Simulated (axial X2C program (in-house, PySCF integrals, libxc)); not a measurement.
# Working with the constants of FeF⁺

A bond curve at the CCSD(T) level, 2c, was computed with an in-house all-electron X2C program for linear molecules (integrals from PySCF) (basis Fe dyall-cv3z [9s10p6d3f2g], F dyall-av3z [7s6p3d2f] (cores contracted in-house)) for the state Ω = 4 (⟨Sz⟩ = 2.00, ⟨Lz⟩ = 2.00 at HF). Its fit gives Re = 1.7086 Å, ωe = 779.6 cm⁻¹, ωexe = 3.25 cm⁻¹ and αe = 2.519e-03 cm⁻¹; the masses are 55.9349 and 18.9984 u. Two-component means X2C with spin–orbit coupling and atomic mean-field Coulomb and Gaunt terms.

Correlated methods: 14 electrons correlated (number of frozen shells: Fe 3 s, 2 p; F 1 s), 250 virtual spin orbitals or spinors in MP2, 90 natural virtuals in coupled cluster.

Find the reduced mass, Be and the force constant.

From the CCSD(T) values: μ = 14.1816 u. Be = 16.8576/(μ Re²) = 0.4072 cm⁻¹. k = 5.8918×10⁻⁷ μ ωe² = 5.08 mdyn/Å.

A Morse curve ties αe to the other constants (Pekeris). How well does that hold?

αe(Morse) = 6Be²/ωe × (√(ωexe/Be) − 1) = 2.329e-03 cm⁻¹; the CCSD(T) curve gives 2.519e-03 cm⁻¹, a ratio of 0.92.

Estimate the centrifugal constant by the Kratzer relation.

D = 4Be³/ωe² = 4.44e-07 cm⁻¹.

Where do the fundamental and the first overtone lie?

ν(1←0) = ωe − 2ωexe = 773.1 cm⁻¹; ν(2←0) = 2ωe − 6ωexe = 1539.7 cm⁻¹.

The state is one determinant whose occupation by symmetry is held fixed; it was picked as the lowest of a PBE0 search that is not exhaustive. CCSD and (T) use frozen natural virtuals with an MP2 correction for the truncation; (T) itself is uncorrected, so its De runs slightly low. PBE0 can misorder states that lie within some tenths of an eV, so this need not be the ground state of the molecule. The nearest other 2c determinant of the search, Ω = 3, lies 0.48 eV up at the distance of the search. With several unpaired electrons one determinant need not be a pure state. Open-shell Ω = 0 determinants with evenly filled partner blocks cannot be reached by this program, so the Ω shown need not be the lowest component.
